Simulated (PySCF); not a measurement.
# r2SCAN on Pm (promethium, neutral)

Configuration: [Xe] 4f5 6s2, one real determinant. Computed with PySCF 2.14 in x2c-TZVPPall (11s7p7d4f2g, 113 functions), with the spin-free X2C one-electron Hamiltonian (Gaussian nucleus).

```
Total energy                                                  : -10019.91 hartree
One-electron energy                                           : -13686.44 hartree
Hartree (Coulomb) energy                                      : 3898.63 hartree
Exchange-correlation energy                                   : -232.10 hartree
⟨S²⟩                                                          : 8.7854
⟨L²⟩                                                          : 24.106
Sum of ⟨r⟩                                                    : 44.25 bohr
Sum of ⟨r²⟩                                                   : 88.17 bohr²
Traceless quadrupole moment −½Σ⟨3z² − r²⟩ along its main axis : -0.188 e·bohr²
Langevin diamagnetic susceptibility                           : -69.8 ×10⁻⁶ cm³/mol
Time after the integrals                                      : roughly 29 core-seconds
```

```csv
shell,electrons,mean orbital energy (hartree),spread (hartree),"rms radius, mean of both spins (bohr)"
1s α,1,-1652.97347,0,0.0264
1s β,1,-1652.97270,0,0.0264
2s β,1,-269.47322,0,0.107
2s α,1,-269.47288,0,0.107
2p α,3,-240.88048,0.00677,0.0959
2p β,3,-240.88015,0.00685,0.0959
3s α,1,-59.04581,0,0.278
3s β,1,-58.98137,0,0.278
3p α,3,-49.98513,0.02871,0.278
3p β,3,-49.92057,0.04017,0.278
3d α,5,-37.38845,0.02679,0.256
3d β,5,-37.33721,0.03858,0.256
4s α,1,-11.90590,0,0.631
4s β,1,-11.73482,0,0.631
4p α,3,-8.91084,0.03367,0.669
4p β,3,-8.73587,0.07032,0.669
4d α,5,-4.62550,0.04055,0.743
4d β,5,-4.44440,0.08006,0.743
5s α,1,-1.60739,0,1.54
5s β,1,-1.51069,0,1.54
5p α,3,-0.88075,0.01198,1.82
5p β,3,-0.81067,0.02861,1.82
6s α,1,-0.13510,0,4.82
4f α,5,-0.12532,0.06962,1.17
6s β,1,-0.12491,0,4.82
```

⟨L²⟩ = 24.11 against 30 for a pure H term, so this real determinant mixes terms. Spin-orbit coupling, absent here, splits the open shell strongly.

Densities and radii are taken from the X2C orbitals without a picture-change correction, which distorts them close to the nucleus.
